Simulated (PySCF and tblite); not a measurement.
The numbers below are computed, except where a source is named.
C6H5NO, numbered as in [O:1]=[CH:2][c:3]1[cH:4][cH:5][cH:6][n:7][cH:8]1.

Free energies: PBE0-D3(BJ)/pcSseg-1 (IEF-PCM, chloroform) on GFN2-xTB structures plus GFN2-xTB thermal terms, symmetry and mirror images included. Conformers within 3 kcal/mol (GFN2-xTB free energy) were kept, 5 at most. Programs: PySCF with density fitting and tblite.

Rotational constants are equilibrium values for the commonest isotopes; dipoles come from the energy level named and are polarised by its solvent model.

Torsions listed: O1–C2–C3–C4.

| conformer | shape | symmetry |
| --- | --- | --- |
| 1 | 0° | Cs |
| 2 | 180° | Cs |

Give the rotational constants and dipole components.


```csv
conformer,A (MHz),B (MHz),C (MHz),abs μa (D),abs μb (D),abs μc (D),κ,Ic−Ia−Ib (u Å²)
1,5498,1595,1237,1.86,0.56,0.00,-0.83,0.0
2,5435,1609,1241,2.68,4.25,0.00,-0.82,0.0
```

Which type of transition is strongest for conformer 1?

a-type, since that component is clearly the largest; the top is near-prolate.
